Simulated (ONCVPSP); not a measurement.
# u(r) = r·R(r): atom against pseudo-atom (Pd (Z = 46))

Columns: radius, all-electron u(r) and pseudo u(r) of the 4s shell (level -88.76 eV) of palladium in the configuration [Ar] 3d10 4s2 4p6 4d9 5s1; LDA (Perdew-Zunger), scalar-relativistic, ONCV scheme, ONCVPSP 4.0.1.

```tsv
r (bohr)	all-electron	pseudo
0.100	0.4265	0.2270
0.200	-0.3389	0.4419
0.300	-0.6622	0.6340
0.400	-0.2968	0.7943
0.500	0.2767	0.9165
0.600	0.7606	0.9975
0.700	1.0609	1.0370
0.800	1.1891	1.0378
0.900	1.1907	1.0047
1.000	1.1136	0.9445
1.100	0.9957	0.8644
1.200	0.8629	0.7721
1.300	0.7313	0.6745
1.400	0.6097	0.5775
1.500	0.5019	0.4857
1.600	0.4092	0.4022
1.700	0.3310	0.3286
1.800	0.2662	0.2656
1.900	0.2131	0.2130
2.000	0.1699	0.1698
2.100	0.1350	0.1349
2.200	0.1070	0.1069
2.300	0.0845	0.0845
2.400	0.0667	0.0667
2.500	0.0525	0.0525
2.600	0.0413	0.0413
```

(1) How many radial nodes do the two functions have?

(2) At about which radius was the pseudo-wave matched?

(3) Is the pseudo-wave norm-conserving?

Results:

(1) The all-electron 4s function has n − l − 1 = 3 (the table is too coarse to show those close to the nucleus); the pseudo-wave has 0, since the states of the same l below it are removed with the core.

(2) 2.00 bohr, where the columns begin to agree (steps of 0.10 bohr).

(3) Yes: the ONCV scheme keeps the norm inside the radius equal to the all-electron one, which fixes the energy derivative of the logarithmic derivative at the level.
